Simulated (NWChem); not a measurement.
# TiO₂; SMILES [O]=[Ti]=[O]

All runs: NWChem. Pople sets run with spherical d functions. Geometry: optimised at PBE0/def2-SVP. Static field.

Taking Hartree-Fock/def2-TZVPD as the yardstick, which of these has the fewest basis functions while keeping “isotropic polarisability (bohr³)” within 5 % of it: Hartree-Fock/def2-SVP; Hartree-Fock/def2-SVPD; Hartree-Fock/6-31G*; Hartree-Fock/def2-TZVP?

Hartree-Fock/def2-SVPD (a larger set in the list lies outside the tolerance).
```tsv
level	basis functions	isotropic polarisability (bohr³)	relative time (rough)
Hartree-Fock/def2-SVP	59	21.7	1
Hartree-Fock/6-31G*	62	22.6	2
Hartree-Fock/def2-SVPD	80	29.2	1
Hartree-Fock/def2-TZVP	107	26.9	4
Hartree-Fock/def2-TZVPD	128	30.4	6
```

The yardstick is one finite set, not the basis-set limit.
